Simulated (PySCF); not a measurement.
# Broadened absorption spectrum of GaCl2(iBu)

Compound: GaCl2(iBu), C4H9Cl2Ga.
Bonds: Ga1–Cl2, Ga1–Cl3, Ga1–C4, C4–C5, C5–C6, C5–C7. Hydrogens: H8, H9 on C4; H10 on C5; H11, H12, H13 on C6; H14, H15, H16 on C7.

Method: TDDFT wB97X-D/def2-SVPD, vertical, gas phase, core orbitals frozen in the response (PySCF 2.14.0, density-fitted response routines). Geometry: PBE0-D3(BJ)/def2-SVP, one conformer, isolated molecule. The wB97X-D/def2-SVPD calculation is non-relativistic and has no spin–orbit coupling, an omission that weighs most on gallium.

Computed states:

```tsv
state	E (eV)	f
S1	5.95	0.0059
S2	6.44	0.0000
S3	6.81	0.219
S4	6.84	0.0021
S5	7.07	0.029
S6	7.09	0.052
S7	7.33	0.0061
S8	7.50	0.079
S9	7.60	0.080
S10	7.78	0.0002
S11	7.86	0.085
S12	8.02	0.0050
S13	8.13	0.0074
S14	8.34	0.022
S15	8.48	0.0079
```

Each state is given a Gaussian of 0.4 eV full width at half maximum, with ε(max) = 2.175×10⁸ f / Δν̃ (Δν̃ the width in cm⁻¹). The width is an assumption, not a result. The curve ends short of the highest state used, and states not computed would add to its high-energy end.

(1) Give the broadened spectrum and its maxima.

(2) On this curve, what absorbance would a 10⁻⁵ mol/L sample give at 222 nm over a 1 cm path?

(3) Coming from long wavelengths, where does ε first pass 100 L mol⁻¹ cm⁻¹?

Answers

(1) 
(E (eV), ε (L mol⁻¹ cm⁻¹)): (5.35, 1), (5.46, 6), (5.57, 33), (5.68, 114), (5.79, 257), (5.90, 380), (6.01, 370), (6.12, 241), (6.23, 146), (6.34, 365), (6.45, 1628), (6.56, 5174), (6.67, 10972), (6.78, 15766), (6.89, 16082), (7.00, 12807), (7.11, 9128), (7.22, 6995), (7.33, 7388), (7.44, 9765), (7.55, 11612), (7.66, 11350), (7.77, 9841), (7.88, 7922)

Maxima: 208 nm (5.95 eV), ε about 400, made up of S1 (100%); 181 nm (6.84 eV), ε about 17000, made up of S3 (87%); 163 nm (7.59 eV), ε about 12000, made up of S8 (39%), S9 (46%) and S11 (13%) (ε in L mol⁻¹ cm⁻¹; maxima over ε = 5, shares over 10%).

(2) 222 nm is 5.585 eV, where ε is about 40 L mol⁻¹ cm⁻¹, so A = ε c l ≈ 0.0004 (Beer–Lambert, with the gas-phase spectrum and the assumed width).

(3) At about 219 nm (5.67 eV), 0.28 eV below S1.
